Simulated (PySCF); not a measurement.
Record of a relaxation.

C9H6F2.
SMILES with atom numbers: `[CH:1]#[C:2][CH2:3][c:4]1[cH:5][cH:6][cH:7][c:8]([F:9])[c:10]1[F:11]` (hydrogens: H12 on C1; H13, H14 on C3; H15 on C5; H16 on C6; H17 on C7)

Computed by this run: PBE0-D3(BJ)/def2-SVP geometry optimisation, gas phase (PySCF 2.14.0); density fitting, grid level 1; the optimiser is geomeTRIC in internal coordinates, started from a GFN2-xTB structure with every atom displaced at random (about 0.01 Å). 5 of its 15 geometries are shown. The frame can shift and turn from step to step; on so coarse a grid that alone can change the energy by a few meV, and forces under 0.02 eV/Å are noise.

Step 0: E = -14835.0742 eV, largest atomic force 2.716 eV/Å
```
atom  x, y, z in Å  |  force x, y, z in eV/Å
C1     -3.122   -1.082    1.224   -0.243  -0.099   0.210
C2     -2.508   -0.493    0.382    0.593   0.507  -0.875
C3     -1.740    0.198   -0.632    1.229   0.193   0.528
C4     -0.209    0.165   -0.332   -2.659  -0.435  -0.342
C5      0.355   -0.942    0.265    0.516  -0.330   0.318
C6      1.715   -0.955    0.518    0.152  -0.176   0.024
C7      2.525    0.113    0.167   -0.704   0.525  -0.375
C8      1.945    1.218   -0.442   -0.162   0.064   0.131
F9      2.689    2.269   -0.769   -0.174  -0.055  -0.057
C10     0.562    1.234   -0.674    0.863   1.569  -0.738
F11     0.006    2.315   -1.265    0.367  -0.606   0.361
H12    -3.707   -1.547    1.956   -0.612  -0.599   0.851
H13    -1.930   -0.262   -1.605   -0.018  -0.052  -0.347
H14    -2.075    1.241   -0.685    0.011   0.124  -0.129
H15    -0.266   -1.784    0.558   -0.161  -0.095   0.022
H16     2.164   -1.807    0.999    0.212  -0.482   0.246
H17     3.580    0.131    0.347    0.788  -0.053   0.173
```

Step 4: E = -14835.2040 eV, largest atomic force 0.466 eV/Å
```
atom  x, y, z in Å  |  force x, y, z in eV/Å
C1     -3.156   -1.745    0.413   -0.126  -0.052   0.013
C2     -2.407   -1.104   -0.288    0.084   0.027   0.006
C3     -1.477   -0.350   -1.116    0.052  -0.044   0.021
C4     -0.177    0.004   -0.426    0.085   0.022  -0.016
C5      0.415   -0.808    0.543   -0.194  -0.365   0.214
C6      1.628   -0.489    1.146   -0.079   0.266  -0.305
C7      2.286    0.678    0.756    0.098  -0.012   0.117
C8      1.716    1.499   -0.205    0.014  -0.070   0.064
F9      2.327    2.618   -0.573   -0.023   0.075  -0.050
C10     0.491    1.169   -0.789    0.060   0.157   0.058
F11    -0.043    2.004   -1.678    0.053  -0.035  -0.070
H12    -3.847   -2.303    1.017    0.030   0.004   0.007
H13    -1.246   -0.947   -2.017   -0.006   0.028  -0.023
H14    -1.961    0.566   -1.486   -0.004   0.027   0.026
H15    -0.121   -1.709    0.845   -0.018  -0.054   0.010
H16     2.062   -1.136    1.912   -0.040   0.013  -0.049
H17     3.238    0.979    1.198    0.013   0.013  -0.023
```

Step 7: E = -14835.2182 eV, largest atomic force 0.080 eV/Å
```
atom  x, y, z in Å  |  force x, y, z in eV/Å
C1     -3.156   -1.775    0.395    0.012   0.034  -0.053
C2     -2.404   -1.113   -0.284    0.009  -0.034   0.027
C3     -1.482   -0.332   -1.098   -0.020  -0.007  -0.022
C4     -0.177    0.008   -0.416   -0.024  -0.027   0.015
C5      0.398   -0.808    0.564   -0.016   0.034  -0.004
C6      1.618   -0.475    1.144    0.004   0.013  -0.003
C7      2.290    0.684    0.759   -0.046  -0.049   0.001
C8      1.724    1.498   -0.211    0.047   0.030   0.014
F9      2.340    2.610   -0.594   -0.026   0.036  -0.041
C10     0.501    1.164   -0.795    0.077  -0.018   0.009
F11    -0.006    1.969   -1.728    0.001  -0.034   0.041
H12    -3.839   -2.354    0.988    0.000  -0.007   0.013
H13    -1.266   -0.896   -2.024   -0.007   0.025  -0.007
H14    -1.973    0.597   -1.430   -0.015  -0.004   0.016
H15    -0.138   -1.707    0.877   -0.004   0.008  -0.008
H16     2.053   -1.121    1.909    0.002  -0.007   0.006
H17     3.246    0.975    1.196    0.006   0.008  -0.003
```

Step 10: E = -14835.2339 eV, largest atomic force 0.174 eV/Å
```
atom  x, y, z in Å  |  force x, y, z in eV/Å
C1     -3.067   -2.080    0.142    0.084  -0.052   0.142
C2     -2.365   -1.213   -0.326   -0.092   0.026  -0.104
C3     -1.573   -0.163   -0.948    0.028  -0.007   0.025
C4     -0.221    0.083   -0.320    0.052   0.044  -0.073
C5      0.292   -0.644    0.754    0.002  -0.008   0.023
C6      1.561   -0.365    1.263   -0.038  -0.026   0.018
C7      2.340    0.648    0.708    0.016   0.017  -0.025
C8      1.834    1.378   -0.359    0.031   0.023  -0.005
F9      2.545    2.350   -0.919   -0.008  -0.013   0.034
C10     0.568    1.097   -0.863   -0.073  -0.032  -0.001
F11     0.100    1.810   -1.886    0.022   0.020  -0.035
H12    -3.663   -2.854    0.591   -0.029   0.009  -0.039
H13    -1.437   -0.406   -2.017    0.021   0.004   0.025
H14    -2.150    0.778   -0.943   -0.011   0.005   0.019
H15    -0.321   -1.436    1.189    0.003  -0.019   0.001
H16     1.948   -0.944    2.103    0.002   0.005  -0.005
H17     3.337    0.885    1.083   -0.011   0.004  -0.001
```

Step 14: E = -14835.2382 eV, largest atomic force under 0.02 eV/Å
```
atom  x, y, z in Å  |  force x, y, z in eV/Å
C1     -3.023   -2.084    0.179    0.003  -0.004   0.005
C2     -2.364   -1.210   -0.336    0.000  -0.001   0.000
C3     -1.578   -0.157   -0.961    0.002  -0.005   0.005
C4     -0.221    0.083   -0.340   -0.001  -0.003   0.003
C5      0.280   -0.646    0.740   -0.001   0.000  -0.001
C6      1.542   -0.368    1.263    0.005   0.003  -0.001
C7      2.326    0.645    0.717   -0.001   0.004   0.001
C8      1.834    1.375   -0.356   -0.004  -0.002  -0.002
F9      2.552    2.349   -0.901   -0.001   0.007  -0.004
C10     0.574    1.093   -0.879    0.003   0.005  -0.001
F11     0.125    1.806   -1.911   -0.004  -0.002   0.001
H12    -3.615   -2.858    0.632    0.000  -0.001  -0.001
H13    -1.448   -0.390   -2.033   -0.001   0.001  -0.001
H14    -2.154    0.785   -0.941    0.000   0.001  -0.002
H15    -0.338   -1.438    1.167    0.000   0.000   0.000
H16     1.920   -0.947    2.107   -0.001   0.000   0.000
H17     3.317    0.887    1.106    0.000  -0.001  -0.001
```

Problem. Summarise the path.

Solution. The energy falls by 15.82 kJ/mol from step 0 to step 14; nine tenths of that is first reached at step 9. It rises by more than 0.2 meV at step 1. The largest force goes from 2.716 to under 0.02 eV/Å. Among the bonds C3–C4 changes most, from 1.560 to 1.512 Å; the atoms move by 0.427 Å rms after alignment.

Problem. Follow the three bonds and two angles with the largest change from start to end.

Solution. 
```
step  E above end (kJ/mol)  largest force (eV/Å)  C3–C4 (Å)  C4–C10 (Å)  C1–H12 (Å)  C3–C4–C5 (°)  C2–C1–H12 (°)
   0                 15.82                 2.716      1.560       1.362       1.046         120.1          176.2
   1                 16.08                 0.686      1.514       1.397       1.077         120.9          177.8
   2                 12.63                 0.639      1.514       1.396       1.075         122.9          177.8
   3                  4.31                 0.529      1.510       1.393       1.072         121.7          177.8
   4                  3.29                 0.466      1.513       1.391       1.075         123.0          178.2
   5                  2.53                 0.248      1.514       1.392       1.075         123.5          178.5
   6                  2.23                 0.143      1.511       1.394       1.074         122.5          178.7
   7                  1.93                 0.080      1.512       1.393       1.074         122.7          178.9
   8                  1.70                 0.087      1.513       1.393       1.074         123.2          179.3
   9                  1.34                 0.071      1.513       1.393       1.075         123.4          179.7
  10                  0.41                 0.174      1.511       1.395       1.074         124.3          177.7
  11                  0.24                 0.101      1.511       1.395       1.074         123.7          178.7
  12                  0.13                 0.082      1.511       1.394       1.074         123.8          179.1
  13                  0.00            under 0.02      1.512       1.394       1.074         123.9          179.8
  14                  0.00            under 0.02      1.512       1.394       1.074         123.9          179.6
```

The cost below is that of the whole optimisation. The run took 4.0 min wall on one thread, Intel Xeon Platinum 8488C (x86_64), shared host, and the process peaked at 0.88 GiB of memory.
